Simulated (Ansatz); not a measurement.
A nudged elastic band was laid between two geometries of C₂H₆ClGeN (11 atoms, charge 0, multiplicity 1).

Theory: RKS BHLYP/def2-SVP (Ansatz 0.2.0).

```
movable images  : 7
climbing image  : yes
spring          : 5.0 eV/Å²
optimiser       : quadratic models (default)
start path      : through a guess of the saddle point
force threshold : 0.03 eV/Å
iteration limit : 39
end points      : relaxed
```

First end point:

```xyz
11
Properties=species:S:1:pos:R:3
N 0.008 2.214 1.359
C 0.363 1.026 1.131
Ge -0.678 -0.332 0.159
C 0.420 -1.059 -1.301
Cl 1.903 -1.807 -0.621
H -0.916 2.415 0.981
H 1.349 0.721 1.501
H -1.078 -1.486 1.080
H -1.926 0.358 -0.413
H -0.112 -1.828 -1.862
H 0.731 -0.278 -1.993
```

Last end point:

```xyz
11
Properties=species:S:1:pos:R:3
N 0.940 1.706 1.118
C -0.216 1.209 1.163
Ge -0.861 -0.410 0.240
C 0.342 -0.829 -1.259
Cl 2.009 -1.158 -0.674
H 1.573 1.157 0.539
H -0.957 1.735 1.780
H -0.906 -1.605 1.195
H -2.267 -0.150 -0.319
H 0.007 -1.713 -1.800
H 0.401 0.002 -1.963
```

**Question.** What changes between the two ends?

**Answer.** No bond is made or broken. The dihedral H7–C2–Ge3–C4 goes from -53 to 160°.

**Question.** Give the energies along the band, and the barrier.

**Answer.** The forces met the threshold. The highest image is number 2 of 0 to 8, 0.040 eV above the first end and 0.066 eV above the last; the last end lies 0.026 eV below the first. Beside the main top the profile has a ripple of under 15 meV (maxima at images 2, 6), which may be a very shallow well or noise. A vibrational analysis at the climbing image gives one clearly imaginary mode, 68i cm⁻¹: a first-order saddle point.

| image | path coordinate (Å) | energy (eV) | dihedral H7–C2–Ge3–C4 (°) |
| --- | --- | --- | --- |
| 0 | 0.00 | 0.000 | -53 |
| 1 | 0.99 | 0.019 | -24 |
| 2 | 1.98 | 0.040 | 5 |
| 3 | 2.87 | 0.027 | 32 |
| 4 | 3.76 | 0.012 | 58 |
| 5 | 4.65 | 0.019 | 83 |
| 6 | 5.54 | 0.020 | 108 |
| 7 | 6.43 | -0.005 | 134 |
| 8 | 7.32 | -0.026 | 160 |

**Question.** What is the geometry of the highest image?

**Answer.** 
```xyz
11
Properties=species:S:1:pos:R:3
N -0.001 1.971 1.803
C 0.373 1.211 0.870
Ge -0.699 -0.188 -0.014
C 0.450 -1.161 -1.274
Cl 1.887 -1.806 -0.416
H -0.961 1.790 2.090
H 1.402 1.338 0.510
H -1.256 -1.157 1.032
H -1.865 0.454 -0.780
H -0.071 -2.002 -1.731
H 0.807 -0.506 -2.069
```

The band took 11 iterations and about 12 core-minutes.

Time of the run: 6.3 min on 2 threads of Arm Neoverse V1 (shared host), peak memory 0.33 GiB.
